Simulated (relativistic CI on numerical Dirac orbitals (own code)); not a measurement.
# Inner-shell lines of Cs XLIII

Computed by Dirac-Coulomb-Breit CI, KLI orbitals optimised for each configuration, a model potential for QED, valence Slater integrals scaled by 0.85 (own radial code, finite nucleus).

Configurations in the expansion (outside the closed core 1s2 2s2): 2p6.3s2.3p, 2p5.3s2.3p.3d, 2p5.3s2.3p.4s, 2p5.3s2.3p.4d, 2p5.3s.3p2.4s, 2p6.3s.3p2. Levels of other configurations are missing.

The table holds the strongest lines. The upper levels have an inner-shell vacancy. Auger decay, open to those above the ionisation limit, is not computed, and radiative decays to configurations outside the model are missing too. Absolute energies can be off by a few tenths of a per cent, and at this charge the scaling can make term splittings too narrow, so close lines can change order. LS names give the leading component, which can be well under half, for lower levels too. Brackets number the levels in order of energy.

```
  λ (Å)                       Upper                   Lower   A (s⁻¹)  gA (s⁻¹)
2.67236   2p5.3s2.3p.3d 2D_5/2 [39]  2p6.3s2.3p 2P°_3/2 [2]  1.82e+13  1.09e+14
2.66483   2p5.3s2.3p.3d 2P_1/2 [43]  2p6.3s2.3p 2P°_3/2 [2]  4.82e+13  9.63e+13
2.66085   2p5.3s2.3p.3d 2D_5/2 [46]  2p6.3s2.3p 2P°_3/2 [2]  1.61e+14  9.67e+14
2.65886   2p5.3s2.3p.3d 2D_3/2 [47]  2p6.3s2.3p 2P°_3/2 [2]  5.98e+13  2.39e+14
2.65686   2p5.3s2.3p.3d 2D_3/2 [24]  2p6.3s2.3p 2P°_1/2 [1]  6.62e+14  2.65e+15
2.65629   2p5.3s2.3p.3d 2P_1/2 [25]  2p6.3s2.3p 2P°_1/2 [1]  7.11e+14  1.42e+15
2.65391   2p5.3s2.3p.3d 2D_5/2 [49]  2p6.3s2.3p 2P°_3/2 [2]  4.97e+14  2.98e+15
2.65359   2p5.3s2.3p.3d 2P_3/2 [50]  2p6.3s2.3p 2P°_3/2 [2]  6.22e+14  2.49e+15
2.65184   2p5.3s2.3p.3d 2S_1/2 [51]  2p6.3s2.3p 2P°_3/2 [2]  6.59e+14  1.32e+15
2.64739   2p5.3s2.3p.3d 2D_5/2 [52]  2p6.3s2.3p 2P°_3/2 [2]  2.50e+13  1.50e+14
2.51057   2p5.3s2.3p.3d 2D_5/2 [60]  2p6.3s2.3p 2P°_3/2 [2]  1.82e+13  1.09e+14
2.48839   2p5.3s2.3p.3d 4D_3/2 [62]  2p6.3s2.3p 2P°_3/2 [2]  2.86e+13  1.14e+14
2.48473   2p5.3s2.3p.3d 2D_3/2 [54]  2p6.3s2.3p 2P°_1/2 [1]  3.29e+14  1.32e+15
 2.4821   2p5.3s2.3p.3d 2D_3/2 [66]  2p6.3s2.3p 2P°_3/2 [2]  3.15e+14  1.26e+15
2.48106   2p5.3s2.3p.3d 2D_5/2 [68]  2p6.3s2.3p 2P°_3/2 [2]  3.12e+14  1.87e+15
2.47949   2p5.3s2.3p.3d 4P_1/2 [69]  2p6.3s2.3p 2P°_3/2 [2]  4.47e+14  8.94e+14
2.47833   2p5.3s2.3p.3d 2P_1/2 [57]  2p6.3s2.3p 2P°_1/2 [1]  4.60e+14  9.19e+14
2.47819   2p5.3s2.3p.3d 4P_3/2 [70]  2p6.3s2.3p 2P°_3/2 [2]  1.16e+14  4.65e+14
2.47548   2p5.3s2.3p.3d 2D_3/2 [59]  2p6.3s2.3p 2P°_1/2 [1]  1.24e+14  4.96e+14
2.47129   2p5.3s2.3p.3d 2D_5/2 [73]  2p6.3s2.3p 2P°_3/2 [2]  1.08e+14  6.46e+14
2.06878  2p5.3s2.3p.4d 2D_5/2 [149]  2p6.3s2.3p 2P°_3/2 [2]  8.22e+13  4.93e+14
2.06812  2p5.3s2.3p.4d 2P_3/2 [153]  2p6.3s2.3p 2P°_3/2 [2]  1.24e+14  4.95e+14
2.06803  2p5.3s2.3p.4d 2D_3/2 [104]  2p6.3s2.3p 2P°_1/2 [1]  2.62e+14  1.05e+15
2.06793  2p5.3s2.3p.4d 2P_1/2 [105]  2p6.3s2.3p 2P°_1/2 [1]  2.65e+14  5.30e+14
2.06687  2p5.3s2.3p.4d 2S_1/2 [154]  2p6.3s2.3p 2P°_3/2 [2]  2.67e+14  5.34e+14
2.06686  2p5.3s2.3p.4d 2P_3/2 [155]  2p6.3s2.3p 2P°_3/2 [2]  1.32e+14  5.30e+14
2.06661  2p5.3s2.3p.4d 2D_5/2 [156]  2p6.3s2.3p 2P°_3/2 [2]  1.36e+14  8.15e+14
2.05723  2p5.3s2.3p.4d 2D_5/2 [163]  2p6.3s2.3p 2P°_3/2 [2]  4.42e+13  2.65e+14
1.95567  2p5.3s2.3p.4d 2D_3/2 [189]  2p6.3s2.3p 2P°_1/2 [1]  8.72e+13  3.49e+14
 1.9548  2p5.3s2.3p.4d 2P_1/2 [190]  2p6.3s2.3p 2P°_1/2 [1]  1.54e+14  3.07e+14
1.95401  2p5.3s2.3p.4d 2D_3/2 [215]  2p6.3s2.3p 2P°_3/2 [2]  1.29e+14  5.14e+14
1.95397  2p5.3s2.3p.4d 2D_5/2 [216]  2p6.3s2.3p 2P°_3/2 [2]  1.18e+14  7.07e+14
1.95314  2p5.3s2.3p.4d 4P_1/2 [217]  2p6.3s2.3p 2P°_3/2 [2]  1.48e+14  2.96e+14
1.95271  2p5.3s2.3p.4d 2D_5/2 [220]  2p6.3s2.3p 2P°_3/2 [2]  3.02e+13  1.81e+14
1.94788  2p5.3s2.3p.4d 2D_3/2 [194]  2p6.3s2.3p 2P°_1/2 [1]  6.63e+13  2.65e+14
```
